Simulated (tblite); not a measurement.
Species: C2H13NOSi4.
SMILES with atom numbers: `[CH3:1][NH:2][SiH2:3][C:4](=[O:5])[SiH2:6][SiH2:7][SiH3:8]` (hydrogens: H9, H10, H11 on C1; H12 on N2; H13, H14 on Si3; H15, H16 on Si6; H17, H18 on Si7; H19, H20, H21 on Si8)

Computed with GFN2-xTB (tblite), gas phase: L-BFGS steps from a force-field or distance-geometry start until the largest atomic force falls under 0.01 eV/Å.

Geometry at step 26:
```
atom  x, y, z in Å
C1     -4.6079   -0.0480    0.0130
N2     -3.2510   -0.5308   -0.1357
Si3    -1.8828    0.4931   -0.0872
C4     -0.2779   -0.5658   -0.1485
O5     -0.1004   -1.3738   -1.0442
Si6     1.1203   -0.2686    1.1379
Si7     2.8739    0.9301    0.1908
Si8     4.7250   -0.3800   -0.2707
H9     -4.5883    0.9797    0.3706
H10    -5.1518   -0.0707   -0.9352
H11    -5.1651   -0.6455    0.7414
H12    -3.2032   -1.4299   -0.5928
H13    -1.8704    1.1682    1.2131
H14    -1.7673    1.4951   -1.1584
H15     0.4581    0.3522    2.2885
H16     1.5828   -1.5858    1.5842
H17     3.2453    2.0413    1.0846
H18     2.3855    1.6079   -1.0207
H19     4.8995   -1.3215    0.8366
H20     4.5669   -1.1502   -1.5006
H21     5.9998    0.3201   -0.4123
```

Question: Give the atomic forces at this geometry.

Answer: 
| atom | Fx (eV/Å) | Fy (eV/Å) | Fz (eV/Å) |
| --- | --- | --- | --- |
| C1 | 0.012 | -0.010 | -0.028 |
| N2 | -0.033 | 0.045 | 0.047 |
| Si3 | -0.050 | 0.065 | 0.040 |
| C4 | -0.040 | -0.010 | -0.014 |
| O5 | 0.006 | -0.028 | 0.030 |
| Si6 | 0.198 | 0.042 | 0.008 |
| Si7 | -0.147 | -0.059 | 0.020 |
| Si8 | -0.046 | 0.022 | 0.015 |
| H9 | 0.051 | -0.047 | -0.025 |
| H10 | -0.005 | 0.021 | -0.010 |
| H11 | 0.085 | -0.064 | -0.046 |
| H12 | 0.003 | 0.046 | 0.039 |
| H13 | -0.072 | 0.051 | 0.009 |
| H14 | -0.010 | 0.002 | -0.036 |
| H15 | -0.015 | 0.006 | 0.030 |
| H16 | -0.027 | -0.057 | -0.012 |
| H17 | -0.017 | 0.001 | -0.013 |
| H18 | 0.017 | 0.046 | -0.031 |
| H19 | 0.051 | -0.084 | 0.015 |
| H20 | -0.017 | -0.067 | -0.046 |
| H21 | 0.058 | 0.079 | 0.008 |

The largest, 0.20 eV/Å, acts on Si6; the rms over all components is 0.050 eV/Å. The forces sum to zero within rounding, as they must for an isolated molecule in no field.

Question: Give the force on Si6 in Eh/bohr and in nN.

Answer: 0.203 eV/Å ÷ 51.422 = 0.00394 Eh/bohr, and 0.203 eV/Å × 1.602 = 0.32 nN.

Question: How far is this geometry from the end of the optimisation?

Answer: 0.106 eV above it, and 0.812 Å rms away after alignment. The bonds farthest from their final lengths, with half the difference of the two atoms' forces along the bond (positive lengthens):

```json
{"bond": "Si6–Si7", "now (Å)": "2.326", "final (Å)": "2.316", "force along bond (eV/Å)": "-0.16"}
{"bond": "C1–N2", "now (Å)": "1.448", "final (Å)": "1.440", "force along bond (eV/Å)": "-0.03"}
{"bond": "N2–Si3", "now (Å)": "1.710", "final (Å)": "1.702", "force along bond (eV/Å)": "0.00"}
{"bond": "Si7–Si8", "now (Å)": "2.314", "final (Å)": "2.319", "force along bond (eV/Å)": "+0.02"}
{"bond": "Si8–H21", "now (Å)": "1.461", "final (Å)": "1.466", "force along bond (eV/Å)": "+0.06"}
{"bond": "C4–Si6", "now (Å)": "1.923", "final (Å)": "1.919", "force along bond (eV/Å)": "+0.10"}
```

The angle farthest from its final value is N2–Si3–C4, 109.7° against 103.3°.

What follows is the cost of the whole relaxation. Hardware: an AMD EPYC with one thread, no GPU, shared host with 64 logical CPUs at a one-minute load of 56. Cost: 5.4 s wall.
